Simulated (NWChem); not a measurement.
System: C3H4N2; SMILES C1=NCN=C1

NWChem input:

```
start job
memory heap 200 mb stack 900 mb global 1100 mb
geometry units angstroms noautosym nocenter noautoz
  C      0.737228     0.000000     0.903094
  N      1.181671     0.000000    -0.299399
  C      0.000000     0.000000    -1.120230
  N     -1.181671     0.000000    -0.299399
  C     -0.737228     0.000000     0.903094
  H      1.393940     0.000000     1.779623
  H      0.000000    -0.881374    -1.787682
  H      0.000000     0.881374    -1.787682
  H     -1.393940     0.000000     1.779623
end
basis spherical
  * library def2-svp
end
dft
  xc b3lyp
  iterations 150
  mulliken
end
task dft energy
esp
  recalculate
  probe 0.07
  range 0.3
  factor 1.0
  spacing 0.02
end
task esp
```

NWChem printed, in part:

```
             Northwest Computational Chemistry Package (NWChem) 7.3.0
             --------------------------------------------------------

                             Geometry "geometry" -> ""
                             -------------------------

 Output coordinates in angstroms (scale by  1.889725989 to convert to a.u.)

  No.       Tag          Charge          X              Y              Z
 ---- ---------------- ---------- -------------- -------------- --------------
    1 C                    6.0000     0.73722800     0.00000000     0.90309400
    2 N                    7.0000     1.18167100     0.00000000    -0.29939900
    3 C                    6.0000     0.00000000     0.00000000    -1.12023000
    4 N                    7.0000    -1.18167100     0.00000000    -0.29939900
    5 C                    6.0000    -0.73722800     0.00000000     0.90309400
    6 H                    1.0000     1.39394000     0.00000000     1.77962300
    7 H                    1.0000     0.00000000    -0.88137400    -1.78768200
    8 H                    1.0000     0.00000000     0.88137400    -1.78768200
    9 H                    1.0000    -1.39394000     0.00000000     1.77962300

 Effective nuclear repulsion energy (a.u.)     161.2783218738

                                 NWChem DFT Module
                                 -----------------

 Summary of "ao basis" -> "ao basis" (spherical)
 ------------------------------------------------------------------------------
       Tag                 Description            Shells   Functions and Types
 ---------------- ------------------------------  ------  ---------------------
 C                          def2-svp                 6       14   3s2p1d
 N                          def2-svp                 6       14   3s2p1d
 H                          def2-svp                 3        5   2s1p

            General Information
            -------------------
          SCF calculation type: DFT
          Wavefunction type:  closed shell.
          No. of atoms     :     9
          No. of electrons :    36
           Alpha electrons :    18
            Beta electrons :    18
          Charge           :     0
          Spin multiplicity:     1
          Use of symmetry is: off; symmetry adaption is: off
          Maximum number of iterations: 150
          AO basis - number of functions:    90
                     number of shells:    42
          Convergence on energy requested:  1.00D-06
          Convergence on density requested:  1.00D-05
          Convergence on gradient requested:  5.00D-04

              XC Information
              --------------
                         B3LYP Method XC Potential
                     Hartree-Fock (Exact) Exchange  0.200
                        Slater Exchange Functional  0.800 local
                    Becke 1988 Exchange Functional  0.720 non-local
              Lee-Yang-Parr Correlation Functional  0.810
                  VWN I RPA Correlation Functional  0.190 local

             Grid Information
             ----------------
          Grid used for XC integration:  medium
          Radial quadrature: Mura-Knowles
          Angular quadrature: Lebedev.
          Tag              B.-S. Rad. Rad. Pts. Rad. Cut. Ang. Pts.
          ---              ---------- --------- --------- ---------
          C                   0.70       49          10.0       434
          N                   0.65       49          10.0       434
          H                   0.35       45          11.0       434
          Grid pruning is: on
          Number of quadrature shells:   425
          Spatial weights used:  Erf1

      Superposition of Atomic Density Guess
      -------------------------------------

 Sum of atomic energies:        -223.35991081

      Non-variational initial energy
      ------------------------------

 Total energy =    -226.559401
 1-e energy   =    -620.377452
 2-e energy   =     232.539730
 HOMO         =      -0.347635
 LUMO         =      -0.072187

[...]

                     NWChem Electrostatic Potential Fit Module
                     -----------------------------------------

 Atom parameters

 Number of atoms is                                    9
 Number of basis functions is                         90

 Grid parameters

 Maximum number of grid points is                  35530
 Number of grid points is                          35529
 Grid range                                     0.300000 nm
 Grid spacing                                   0.020000 nm
 Probe radius                                   0.070000 nm
 Atom radius factor                             1.000000

 Atomic radii

    1    0.100000
    6    0.147000
    7    0.140000
 FASTESP  F
  using M.O. file = ./job.movecs

    Atom              Coordinates                           Charge

                                                  ESP

    1 C     0.073723    0.000000    0.090309    0.235656
    2 N     0.118167    0.000000   -0.029940   -0.609601
    3 C     0.000000    0.000000   -0.112023    0.818171
    4 N    -0.118167    0.000000   -0.029940   -0.608196
    5 C    -0.073723    0.000000    0.090309    0.229927
    6 H     0.139394    0.000000    0.177962    0.027103
    7 H     0.000000   -0.088137   -0.178768   -0.060689
    8 H     0.000000    0.088137   -0.178768   -0.061262
    9 H    -0.139394    0.000000    0.177962    0.028890
                                            ------------
                                                0.000000

 Dipole moment                                  0.351849

 Quadrupole moment Qxx                        -13.582411
                   Qyy                         -0.256414
                   Qzz                         13.838824

 RMS deviation kJ/mol                           0.091524

 RRMS %                                        38.358706
```

Level: B3LYP/def2-SVP. Coordinates come from a PBE0/def2-SVP optimisation.
